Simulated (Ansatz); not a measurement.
Cost and result for the atomization energy of AsH$_{4}$NTe (`N[AsH][TeH]`) (7 atoms, 6 bonds).

Charge 0, multiplicity 1. Correlated methods include outer-core shells of As, Te, which these sets cover unevenly. Scalar relativity is left out up to krypton. Te: def2 effective core potential. Geometry: relaxed with PBE0-D4/def2-TZVP. It is one conformer, not always the lowest. Program: Ansatz. Hardware: A = 2 threads of an AMD EPYC 7R13 on a shared host; B = 2 threads of an AMD EPYC 7R13 on a shared host and a share of an NVIDIA H100 80 GB. Times are those of one run each, without the atoms' runs, and a repeat can differ threefold. Electronic energies, without spin–orbit coupling; frozen cores. CCSD(T)/CBS adds CCSD(T) − MP2 in def2-TZVPP to the MP2 limit, and its time is that of the two runs behind it. T1 = 0.011. With those shells the extrapolation isn't a true limit. B3LYP takes the VWN-RPA correlation (the form of Gaussian; ORCA's B3LYP/G).

CCSD(T)/CBS is a level of theory with its own doubt, some kJ/mol a heavy atom from the limit and from the frozen cores, so smaller differences don't rank the functionals.

| level | functions | wall time |
| --- | --- | --- |
| PBE-D4/def2-TZVPP (with forces) [A] | 185 | 2 s |
| PBE0-D4/def2-TZVPP [A] | 185 | 2.7 s |
| r2SCAN-D4/def2-TZVPP (with forces) [A] | 185 | 4 s |
| B3LYP-D4/def2-TZVPP (with forces) [A] | 185 | 4 s |
| B2PLYP/def2-TZVPP [A] | 185 | 5.5 s |
| ωB97X-V/def2-TZVPP [A] | 185 | 7 s |
| ωB97M-V/def2-TZVPP (with forces) [A] | 185 | 10 s |
| CCSD(T)/def2-TZVPP [B] | 185 | 14 s |
| CCSD(T)/def2-QZVPP [B] | 348 | 21 s |
| CCSD(T)/CBS(def2) | – | 34 s |

(1) What atomization energy does each give, and how far from CCSD(T)/CBS? (Estimate.)

## Answers

(1) Ansatz gave: 
```json
{"level": "PBE-D4/def2-TZVPP (with forces) [A]", "atomization (kJ/mol)": "1887.7", "difference from CCSD(T)/CBS": "40.7", "per bond": "6.8"}
{"level": "PBE0-D4/def2-TZVPP [A]", "atomization (kJ/mol)": "1825.7", "difference from CCSD(T)/CBS": "-21.3", "per bond": "-3.6"}
{"level": "r2SCAN-D4/def2-TZVPP (with forces) [A]", "atomization (kJ/mol)": "1824.0", "difference from CCSD(T)/CBS": "-23.0", "per bond": "-3.8"}
{"level": "B3LYP-D4/def2-TZVPP (with forces) [A]", "atomization (kJ/mol)": "1859.5", "difference from CCSD(T)/CBS": "12.5", "per bond": "2.1"}
{"level": "B2PLYP/def2-TZVPP [A]", "atomization (kJ/mol)": "1808.9", "difference from CCSD(T)/CBS": "-38.1", "per bond": "-6.3"}
{"level": "ωB97X-V/def2-TZVPP [A]", "atomization (kJ/mol)": "1860.1", "difference from CCSD(T)/CBS": "13.1", "per bond": "2.2"}
{"level": "ωB97M-V/def2-TZVPP (with forces) [A]", "atomization (kJ/mol)": "1829.7", "difference from CCSD(T)/CBS": "-17.3", "per bond": "-2.9"}
{"level": "CCSD(T)/def2-TZVPP [B]", "atomization (kJ/mol)": "1762.8", "difference from CCSD(T)/CBS": "-84.2", "per bond": "-14.0"}
{"level": "CCSD(T)/def2-QZVPP [B]", "atomization (kJ/mol)": "1814.0", "difference from CCSD(T)/CBS": "-33.0", "per bond": "-5.5"}
{"level": "CCSD(T)/CBS(def2)", "atomization (kJ/mol)": "1847.0", "difference from CCSD(T)/CBS": "0.0", "per bond": "0.0"}
```

The D4 term adds +27.4 kJ/mol with B3LYP and +14.1 kJ/mol with PBE0; it sums over pairs of atoms, weighted by their polarisabilities, and B3LYP, whose exchange is more repulsive, gets the larger term. From PBE to PBE0 (25 % exact exchange), in def2-TZVPP and without D4, the atomization energy moves by −59.5 kJ/mol: exact exchange takes away binding that semilocal exchange gives to molecules. In def2-TZVPP, CCSD(T) changes the Hartree–Fock value by +674.0 kJ/mol (the triples alone add +42.2 kJ/mol) and MP2 by +665.9 kJ/mol; breaking electron pairs costs correlation energy, which Hartree–Fock lacks.

Spin–orbit coupling would lower the free Te atoms strongly, and the atomization energy with them, by more than many differences here.
